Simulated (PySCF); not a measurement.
# Spinor energies of Ti⁺ (titanium, charge +1)

Start: [Ar] 3d2 4s1; 3d3/2 filled at m_j = +1/2, +3/2; 4s1/2 filled at m_j = -1/2. Calculated with PySCF 2.14 in x2c-TZVPall-2c (6s7p4d1f, 54 functions): generalised Hartree-Fock with the X2C-1e Hamiltonian and a Gaussian nucleus; one run each with spin-orbit coupling (SO) switched off, then screened by Boettger's factors.

```json
{"spinor shell": "1s1/2", "electrons": "2", "ε, spin-free (eV)": "-5025.1", "ε, screened SO (eV)": "-5025.0", "weight of nominal j (screened SO)": "1.000", "rms radius, screened SO (bohr)": "0.0804"}
{"spinor shell": "2s1/2", "electrons": "2", "ε, spin-free (eV)": "-596.32", "ε, screened SO (eV)": "-596.30", "weight of nominal j (screened SO)": "1.000", "rms radius, screened SO (bohr)": "0.350"}
{"spinor shell": "2p1/2", "electrons": "2", "ε, spin-free (eV)": "-492.04", "ε, screened SO (eV)": "-496.26", "weight of nominal j (screened SO)": "0.992", "rms radius, screened SO (bohr)": "0.319"}
{"spinor shell": "2p3/2", "electrons": "4", "ε, spin-free (eV)": "-492.04", "ε, screened SO (eV)": "-489.93", "weight of nominal j (screened SO)": "0.996", "rms radius, screened SO (bohr)": "0.321"}
{"spinor shell": "3s1/2", "electrons": "2", "ε, spin-free (eV)": "-86.203", "ε, screened SO (eV)": "-86.192", "weight of nominal j (screened SO)": "1.000", "rms radius, screened SO (bohr)": "1.08"}
{"spinor shell": "3p1/2", "electrons": "2", "ε, spin-free (eV)": "-56.101", "ε, screened SO (eV)": "-57.557", "weight of nominal j (screened SO)": "0.654", "rms radius, screened SO (bohr)": "1.18"}
{"spinor shell": "3p3/2", "electrons": "4", "ε, spin-free (eV)": "-56.101", "ε, screened SO (eV)": "-55.364", "weight of nominal j (screened SO)": "0.827", "rms radius, screened SO (bohr)": "1.18"}
{"spinor shell": "3d3/2", "electrons": "2", "ε, spin-free (eV)": "-19.064", "ε, screened SO (eV)": "-19.073", "weight of nominal j (screened SO)": "0.714", "rms radius, screened SO (bohr)": "1.64"}
{"spinor shell": "4s1/2", "electrons": "1", "ε, spin-free (eV)": "-13.041", "ε, screened SO (eV)": "-13.039", "weight of nominal j (screened SO)": "1.000", "rms radius, screened SO (bohr)": "3.49"}
```

```json
{"quantity": "E (hartree)", "spin-free": "-852.52568", "screened SO": "-852.53298"}
{"quantity": "M_J", "spin-free": "3/2", "screened SO": "3/2"}
{"quantity": "⟨J²⟩", "spin-free": "6.754", "screened SO": "6.655"}
{"quantity": "⟨L²⟩", "spin-free": "12.004", "screened SO": "12.003"}
{"quantity": "⟨S²⟩", "spin-free": "3.750", "screened SO": "3.750"}
```

The determinant has a definite M_J but mixes levels of different J.

Each row is a mean over spinors that exchange with the open shell spreads, by up to 7.473 eV (3p1/2).

Rows whose weight is well below 1 are mixtures of j = l ± 1/2: exchange outweighs spin-orbit coupling there, and the label is only the starting occupation.

Without spin-orbit coupling the j labels of p, d and f shells carry no meaning; the spin-free column gives the mean over the occupied spinors of each nl shell, and its ⟨J²⟩ belongs to a mixture of degenerate components.
